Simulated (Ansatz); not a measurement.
C2H6Br2Si2 (`C=C[Si]([SiH3])(Br)Br`), relaxed with RKS PBE-D4/def2-SVP in Ansatz from a rough embedded geometry. The force threshold is 0.03 eV/Å; the program also tests the step.

The species carries charge 0 and has multiplicity 1.

Start:

```xyz
12

C     1.530   -1.766   -0.924
C     1.005   -0.577   -0.590
Si   -0.604   -0.279    0.223
Si   -0.970    1.973    0.776
Br   -0.611   -1.443    2.143
Br   -2.239   -1.056   -1.061
H     2.456   -1.817   -1.448
H     0.943   -2.681   -0.800
H     1.560    0.284   -0.758
H    -2.257    2.162    1.395
H     0.133    2.461    1.574
H    -0.946    2.739   -0.531
```

**Question.** How much energy does the relaxation release, and in how many steps? (Estimate.)

**Answer.** Ansatz gave: 8.41 kcal/mol, in 22 steps.

**Question.** Which bonds change most? (Best estimate.)

**Answer.** The calculation gave: C2–H9 from 1.038 to 1.107 Å; Si4–H10 from 1.441 to 1.503 Å; Si4–H11 from 1.446 to 1.505 Å; C2–Si3 from 1.827 to 1.869 Å.

**Question.** Give the relaxed structure. (Estimate.)

**Answer.** Ansatz gave: 
```xyz
12

C     1.726   -1.601   -0.607
C     0.792   -0.700   -0.969
Si   -0.745   -0.295    0.013
Si   -0.859    1.895    0.856
Br   -0.901   -1.700    1.766
Br   -2.527   -0.559   -1.344
H     2.623   -1.785   -1.222
H     1.626   -2.196    0.318
H     0.923   -0.130   -1.909
H    -2.175    2.072    1.558
H     0.272    2.126    1.822
H    -0.754    2.875   -0.282
```
